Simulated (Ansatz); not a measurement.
Basis-set extrapolation for C₂H₆F₂Si₂, SMILES `C=C[SiH](F)[SiH2]F` (PBE0-D4/def2-TZVP geometry, frozen core, Ansatz 0.2.0). Multiplicity 1, RHF reference.

|  | def2-TZVPP | def2-QZVPP |
| --- | --- | --- |
| HF | -856.225453 | -856.256963 |
| MP2 correlation | -1.055681 | -1.144418 |
| CCSD(T) correlation | -1.142699 | not run |

Energies in hartree. Use E(X) = E(∞) + A·exp(−7.88·√X) for Hartree–Fock and E(X) = E(∞) + B·X^(−2.97) for correlation, with X = 3 and 4, and add CCSD(T) minus MP2 of the smaller set to the MP2 limit.

Question: What is the CCSD(T) energy at the basis-set limit?

Answer: HF limit: -856.256963 + (-0.031510) × 0.13774 = -856.26130. MP2 limit: -1.144418 + (-0.088737) × 0.74074 = -1.21015. Higher-order term: -1.142699 − (-1.055681) = -0.08702. Total: -857.55847 hartree, 499.7 kJ/mol below CCSD(T)/def2-TZVPP.
